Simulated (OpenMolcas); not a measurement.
Nb3+ with 6 ligands (water) in octahedral coordination (Th) at 2.08 Å. Ligand basis ANO-RCC-VDZP.

```yaml
Program: OpenMolcas 26.06
Method: "SS-CASPT2, IPEA 0.25 Eh, imaginary shift 0.1 Eh (closed shells correlated: 4s 4p and the ligand valence shells)"
Basis: ANO-RCC-VTZP [7s6p4d2f1g]
Scalar_Hamiltonian: DKH2, point nucleus
Active_space: 2 electrons in 5 orbitals (4d)
State_averaging: 2S+1 = 3 even, 10 roots; 2S+1 = 1 even, 15 roots
Spin-orbit_coupling: state interaction with AMFI integrals over the reference wave functions
```

Task: What is the spin-free ground state (labels of O, taken over from Oh, the nearest higher group)?

Result: 3T1, 3-fold in its orbital part; it has the highest spin that d2 allows.

Task: Where is the first state of the same spin?

Result: 3T2 at 28700 cm-1 above the ground state.

Task: What are the lowest two levels with spin-orbit coupling?

Result: A 2-fold level E, then a 3-fold level T2 18 cm-1 above it. Their leading multiplicities are 3 (100 %) and 3 (100 %).

Task: What is χT at 300 K, and how does it compare with the textbook value?

Result: The lowest level has 2S+1 = 3, for which the spin-only value is χT = S(S+1) / 2 = 1.000 cm3 K/mol (g = 2). The computed 0.483 at 300 K differs by -0.517, through orbital momentum, spin-orbit coupling and any other state in reach. With a threefold ground state the orbital momentum is unquenched, so the spin-only value is not expected to hold.

Task: Which ligand-field parameters describe the states?

Result: A least-squares ligand-field fit to the states below 45000 cm-1, each weighted by its degeneracy and with a free common offset, gives 10Dq = 29765 cm-1, B = 507 cm-1 and C = 1828 cm-1 (C/B = 3.61), with an rms deviation of 136 cm-1. The same method and metal basis give the free ion B = 697 cm-1 (fit to its terms below 60000 cm-1, rms deviation 532 cm-1), so the nephelauxetic ratio is β = 507 / 697 = 0.73; it hangs on how both fits weigh the states, and computed free-ion B values tend to be too large, so β mixes covalency with correlation.

Roots that are degenerate in the reference are averaged as groups; the widest CASPT2 spread within a group is 630 cm-1 (the 3-fold group of multiplicity 3 near 28700 cm-1 above the lowest state of its run). Shifts and gaps below about the spread of the groups concerned are not significant. Over all roots computed the reference weight is 0.70; a low but even weight reflects the number of correlated electrons. An orbital triplet at a regular site is open to Jahn-Teller coupling, which can distort the site and quench the lowest spin-orbit gaps and is left out. The least metal-like active orbital is 79 % on the metal (Löwdin) and no ligand orbital is active, so the numbers are rough. Ligand-to-metal charge-transfer states are missing. With no ligand orbital active B as a rule stays too high, so bands that hang on it stand too high and its fall with covalency is understated. With one d shell and no ligand orbital active, 10Dq can be off by a tenth or more. No measured value stands beside these numbers; the geometry was imposed, not optimised, and the real ion may take another.
